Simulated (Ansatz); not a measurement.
Input file for GaH2I (`[GaH2][I]`):

```yaml
crystal:
  periodic: [false, false, false]
  atoms:
    - {symbol: Ga, position_ang: [-0.241784, 0.031578, -0.115708]}
    - {symbol: I, position_ang: [2.012874, -0.379875, 0.860020]}
    - {symbol: H, position_ang: [-1.396122, -0.855123, 0.440243]}
    - {symbol: H, position_ang: [-0.319467, 1.143121, -1.204856]}
basis:
  gaussian: {orbitals: def2-TZVPP}
correlation: {method: ccsd_t}
output: {orbitals: {seedname: orbitals}}
```

```sh
$ ansatz run in.yaml --threads 2 --pin off --events-out ev --progress --plain
```

The program prints (abridged):

```
Functional definition: HF
  name "HF"
  cite "Fock, Z. Phys. 61, 126 (1930) doi:10.1007/BF01340294"
  parent pbe
  exchange = exact_x
  correlation = 0
949 factors; integrals over basis functions are off by at most 6.7e-4 eV
mean field evaluation 1: about -60439.0019 eV, gradient 1.3e1 eV
mean field evaluation 2: about -60439.0254 eV, gradient 1.3e1 eV
mean field evaluation 4: about -60439.6975 eV, gradient 2.1e0 eV
mean field evaluation 8: about -60439.7115 eV, gradient 1.9e-1 eV
mean field -60439.71160383 eV, -2221.1184339330 hartree, gradient 1.3e-6 eV, S^2 0.000000; 0 other end points of the search recorded, 0 dependent functions left out
13 core orbitals not correlated: weight in the atoms' cores, before any rotation towards them, 1.000 or more for the frozen orbitals, at most 0.000 for the correlated occupied ones
reference -60439.71160383 eV, -2221.1184339330 hartree; 16, 16 occupied and 97, 97 virtual orbitals, 949 factors
second order -19.73147570 eV of doubles, -0.00000000 eV of singles
cycle   1  -18.46711323 eV  change     1.3e0 eV  update   9.9e-2
cycle   2  -19.06369866 eV  change   -6.0e-1 eV  update   2.9e-2
cycle   3  -19.12468497 eV  change   -6.1e-2 eV  update   1.3e-2
cycle   4  -19.10224394 eV  change    2.2e-2 eV  update   3.4e-3
cycle   5  -19.10372795 eV  change   -1.5e-3 eV  update   1.6e-3
cycle   6  -19.10458699 eV  change   -8.6e-4 eV  update   4.6e-4
cycle   7  -19.10414713 eV  change    4.4e-4 eV  update   1.9e-4
cycle   8  -19.10417426 eV  change   -2.7e-5 eV  update   6.0e-5
cycle   9  -19.10421989 eV  change   -4.6e-5 eV  update   1.9e-5
cycle  10  -19.10420388 eV  change    1.6e-5 eV  update   5.4e-6
perturbative correction -0.51617632 eV, -0.0189691299 hartree
Total energy: -60459.33198403 eV, -2221.8394696060 hartree
```

Hardware: 2 threads of a server CPU on a shared host. Wall time 11 s, peak host memory 0.74 GiB.

Correlation energy per correlated electron: -0.613 eV. T1 diagnostic: 0.0109.
